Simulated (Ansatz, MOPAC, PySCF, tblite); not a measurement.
Bond stretch in H₃FGe, SMILES [F][GeH3]. The Ge1–F5 bond (Ge1 also carries H, H, H; F5 carries nothing else) is stretched with both fragments frozen at the PBE0/def2-TZVP optimised geometry.

PM7, restricted, heats of formation (MOPAC); RKS-B3LYP/6-31G* = PySCF with restricted B3LYP/6-31G*, spherical d; GFN2-xTB, 300 K electronic temperature (tblite); UCCSD(T) = CCSD(T) on UHF/cc-pVTZ, cores with 3d frozen (Ansatz, a program for electronic structure).

Energies relative to the lowest point of each curve near equilibrium, in kJ/mol; the last columns give the difference from UCCSD(T):

```tsv
R / Å	PM7	RKS-B3LYP/6-31G*	GFN2-xTB	UCCSD(T)	PM7 − UCCSD(T)	RKS-B3LYP/6-31G* − UCCSD(T)	GFN2-xTB − UCCSD(T)
1.40	14.2	330.6	176.6	321.3	-307.1	9.2	-144.7
1.47	2.4	182.8	86.7	173.8	-171.4	8.9	-87.2
1.57	0.0	62.4	24.2	56.1	-56.1	6.2	-31.9
1.64	5.6	20.7	6.1	17.0	-11.4	3.6	-10.9
1.70	14.2	3.9	0.4	2.5	11.7	1.4	-2.1
1.74	21.5	0.0	0.0	0.0	21.5	0.0	0.0
1.81	36.8	3.8	4.1	5.9	30.9	-2.1	-1.7
1.85	46.8	10.6	8.6	13.7	33.1	-3.1	-5.1
1.91	63.3	25.5	17.5	30.0	33.4	-4.4	-12.5
2.02	97.2	62.5	39.0	68.6	28.6	-6.1	-29.6
2.15	141.1	114.2	70.3	121.1	19.9	-6.9	-50.9
2.36	215.0	200.5	128.5	208.4	6.6	-7.9	-79.9
2.59	292.5	286.8	195.6	305.0	-12.5	-18.3	-109.4
2.88	376.7	376.7	272.5	402.6	-25.9	-25.9	-130.1
3.16	441.3	444.4	330.7	469.8	-28.4	-25.4	-139.1
3.51	501.7	507.3	—	510.3	-8.6	-3.0	—
3.82	540.5	547.8	—	521.9	18.6	25.9	—
4.27	579.9	587.8	—	526.8	53.1	61.0	—
4.77	608.7	615.0	—	528.2	80.5	86.8	—
5.26	628.5	630.9	—	528.6	99.9	102.3	—
6.19	654.4	646.9	—	528.8	125.5	118.1	—
```

PM7 is furthest from UCCSD(T) at 1.40 (-307.1 kJ/mol, below); its mean absolute difference over the points is 56.4 kJ/mol.

RKS-B3LYP/6-31G* is furthest from UCCSD(T) at 6.19 (118.1 kJ/mol, above); its mean absolute difference over the points is 25.1 kJ/mol.

GFN2-xTB is furthest from UCCSD(T) at 1.40 (-144.7 kJ/mol, below); its mean absolute difference over the points is 55.7 kJ/mol.

A dash means that the run gave no value there, or that the column was ended at a point which the program doubted or which failed a test of continuity chosen for this set; such a test can also cut sound points.

The restricted form behind PM7, RKS-B3LYP/6-31G* keeps the bonding electrons paired and can't separate into open-shell fragments. The unrestricted determinant behind UCCSD(T) is spin-contaminated at 2.59 to 6.19 Å (<S²> up to 1.0, against 0.00 for a pure singlet).
